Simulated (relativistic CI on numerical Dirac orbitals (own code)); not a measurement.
## Os⁷⁺: L2,3 absorption edge

Computed with this model: Dirac-Coulomb-Breit CI, KLI orbitals optimised for each configuration, model QED (radiative potential, 1s self-energy scaled to tabulated hydrogen-like ionisation energies), valence Slater integrals scaled by 0.8, multiplet model of core-to-valence dipole absorption; configurations [Xe] 4f14 5d → [He] 2s2 2p5 3s2 3p6 3d10 4s2 4p6 4d10 4f14 5s2 5p6 5d2; 300 K; Lorentzian 5 eV and Gaussian 1 eV FWHM. Energies are those of the free ion, without screening or charge transfer. The branching ratio is the share of the lower-energy edge in the whole absorption, uncertain by about 0.02 where the edges overlap. S is read from ⟨S²⟩ = S(S + 1).

Field parameters in Wybourne normalisation: Oh B⁴₀ = 21Dq, B⁴₄ = √(5/14) B⁴₀. The field is a parameter set, without covalency.

Case Oh, 10Dq = 35100 cm⁻¹, the dichroism is that of the ground state at zero temperature, magnetised by exchange field 10 meV on Sz. The dichroism I(Δm = −1) − I(Δm = +1), over the sum of the three polarisations, integrates to 0.0322 on the lower edge and 0.0198 on the upper edge. The branching ratio is 0.742.

(1) Use the orbital sum rule with 9 holes to get ⟨Lz⟩.

Results:

(1) For a p → d edge ⟨Lz⟩ = 2 × n_h × (sum of both integrals) in this sign convention = 0.94; the ground state itself has ⟨Lz⟩ = 0.97 and ⟨Sz⟩ = -0.47. The rule assumes one radial integral for both edges, which relativistic orbitals only approach.
